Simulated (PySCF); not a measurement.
A calculated (r2SCAN, PySCF 2.14, x2c-SVPall, the spin-free X2C one-electron Hamiltonian (Gaussian nucleus)) atom or ion has these occupied shells.

```csv
shell,electrons,orbital energy (eV),"rms radius, mean of both spins (bohr)"
1s α,1,-43.118,0.889
```

Question: Name the element and its charge.

Answer: He⁺ (helium, charge +1), in 1s1, 2S determinant.
